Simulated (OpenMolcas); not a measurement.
Computed levels of 3d2 in ions with 20 electrons, in cm-1 above 3F2.

| Property | Result |
| --- | --- |
| Program | OpenMolcas |
| Method | RASSCF |
| Basis | ANO-R2 |
| Scalar Hamiltonian | X2C, finite nucleus |
| Spin-orbit coupling | RASSI with atomic mean-field integrals over the reference wave functions, term energies averaged over their components |

Active space for each ion: 8 electrons in 8 orbitals (RAS1 3p, at most 2 holes; RAS2 3d).

```csv
Level,Ti2+,V3+,Mn5+,Co7+
3F3,206,336,767,1430
3F4,474,770,1736,3196
1D2,10479,12856,17139,21576
3P0,13004,15758,20582,25388
3P1,13074,15874,20858,25923
3P2,13220,16119,21459,27125
1G4,18428,22450,29414,36445
1S0,38013,46523,61496,76447
```

Estimate 3F4, 1D2, 3P0 for Cr4+ from its neighbours V3+ and Mn5+.

3F4 is fine structure, which grows about as the fourth power of a screened charge, so the fourth roots are averaged: ((770^0.25 + 1736^0.25) / 2)^4 = 1180. The calculation gives 1228, so the estimate is off by -3.9 %; the measured value is 1142 (Sugar and Corliss, J. Phys. Chem. Ref. Data 6, 317 (1977)).
1D2 is another term, which grows about linearly with the charge: (12856 + 17139) / 2 = 14998. The calculation gives 15031, so the estimate is off by -0.2 %; the measured value is 13188 (Sugar and Corliss, J. Phys. Chem. Ref. Data 6, 317 (1977)).
3P0 is another term, which grows about linearly with the charge: (15758 + 20582) / 2 = 18170. The calculation gives 18241, so the estimate is off by -0.4 %; the measured value is 15492 (Sugar and Corliss, J. Phys. Chem. Ref. Data 6, 317 (1977)).

Without dynamic correlation excited terms often stand tens of per cent too high (terms of higher spin than the ground term too low), and those without a measured partner can miss by more than the paired ones. Active for correlation alone: 3p; no level in the range computed is led by a configuration that opens it, so any true level of that kind is missing. Measured partners are found by configuration, term and J. A level has none where our copy of the source lacks it or the pairing is in doubt (some pairs that miss far off the trend of their configuration count as doubtful), and it then counts in no deviation. Levels of configurations outside the active space are missing.
